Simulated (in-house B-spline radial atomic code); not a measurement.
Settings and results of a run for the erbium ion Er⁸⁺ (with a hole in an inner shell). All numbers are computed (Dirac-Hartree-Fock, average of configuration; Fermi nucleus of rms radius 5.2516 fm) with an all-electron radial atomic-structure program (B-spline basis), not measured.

Command:
```bash
python run_scf.py task.json out
```
Settings (nuclear radius in fm, mass in u):
```
Z                68
configuration    1s2 2s2 2p6 3s2 3p6 3d10 4s2 4p6 4d10 4f10 5s1 5p3
hamiltonian      dirac
method           hf
spin_polarised   False
nucleus          fermi
rms_radius       5.2516
atomic_mass      165.9303
speed_of_light   137.035999084
```

Output (hartree, bohr):
```
 radial grid: 66 intervals, B-splines of order 8, outer radius 16.6667 bohr

 iter        energy (Eh)    residual
    1      -13012.536906    1.42e+00
    2      -13043.861976    1.53e+00
    3      -13071.611577    2.74e-01
    4      -13073.159460    5.33e-02
    5      -13073.234399    2.79e-02
    6      -13073.244101    1.71e-02
    7      -13073.248002    7.90e-04
    8      -13073.248017    7.92e-05
    9      -13073.248017    9.55e-06
   10      -13073.248017    4.16e-07

 total energy                    -13073.24802
 kinetic                           14425.2272
 electron-nucleus                 -32061.7256
 electron-electron                  4563.2504

 first-order corrections (not in the total)
   Gaunt                            14.2939
   retardation                      -1.5083
   frequency dependence             -0.2157
   self-energy                      10.1628
   Uehling                          -1.7420
   Wichmann-Kroll                    0.0607
   recoil                            0.0274

 orbital      occ     eigenvalue          <r>       <r^2>       <1/r>       r_max    small
 1s1/2      2.000     -2130.2362    0.0203677 0.000567812     77.5402     0.01286  6.48e-02
 2s1/2      2.000      -366.5780     0.085825  0.00876407      18.666     0.07335  1.45e-02
 2p1/2      2.000      -348.5717     0.071553  0.00634473     18.5966     0.05519  1.45e-02
 2p3/2      4.000      -314.7935    0.0787877  0.00755829     16.1436     0.06137  1.33e-02
 3s1/2      2.000       -87.9703     0.224227   0.0576085     6.84742       0.207  4.69e-03
 3p1/2      2.000       -80.0825     0.214328   0.0534758     6.75007      0.1949  4.62e-03
 3p3/2      4.000       -72.8603      0.22779   0.0602088     6.12768      0.2077  4.29e-03
 3d3/2      4.000       -59.5577     0.201131   0.0475661     5.99552      0.1643  4.15e-03
 3d5/2      6.000       -57.9979     0.205323   0.0494379      5.8431      0.1679  4.05e-03
 4s1/2      2.000       -22.2364     0.507899    0.291059      2.8398      0.4743  1.48e-03
 4p1/2      2.000       -19.0282      0.51717    0.304163     2.73146      0.4771  1.40e-03
 4p3/2      4.000       -17.3789     0.545992    0.338747     2.53087      0.5034  1.29e-03
 4d3/2      4.000       -12.0547     0.572111    0.378615      2.3153      0.5066  1.11e-03
 4d5/2      6.000       -11.7480     0.582569    0.392349     2.26343      0.5155  1.08e-03
 4f5/2      4.286        -5.3489     0.676122    0.557234     1.83762      0.4991  7.47e-04
 4f7/2      5.714        -5.3016      0.68308    0.568596     1.81818      0.5041  7.35e-04
 5s1/2      1.000        -6.5187      1.15695     1.49091      1.1549       1.074  3.61e-04
 5p1/2      1.000        -5.4569      1.24427     1.72908      1.0619       1.144  3.13e-04
 5p3/2      2.000        -5.1706      1.30665      1.9039    0.998509       1.205  2.88e-04
```

Cost of the run: 0.91 s on 1 thread of Intel(R) Xeon(R) 6975P-C, with other jobs on the host.

For the Dirac Hamiltonian the kinetic term is c α·p + (β - 1)c².
